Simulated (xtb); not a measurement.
xtb input:

```bash
xtb mol.xyz --gfn 2 --sp --chrg -1 --uhf 0
```
mol.xyz:
```
4

Si    -0.57017706     0.19594470     0.04177814
F      1.09800423    -0.13006775    -0.13298297
H     -1.10814308    -1.01629946    -0.77663812
H     -0.79141613    -0.55631659     1.38859095
```

Q: What final total energy does it print?

A: -7.64712 Eh (GFN2-xTB).

It need not be the lowest isomer of its formula. Whether it binds its extra electron was not tested at this geometry.
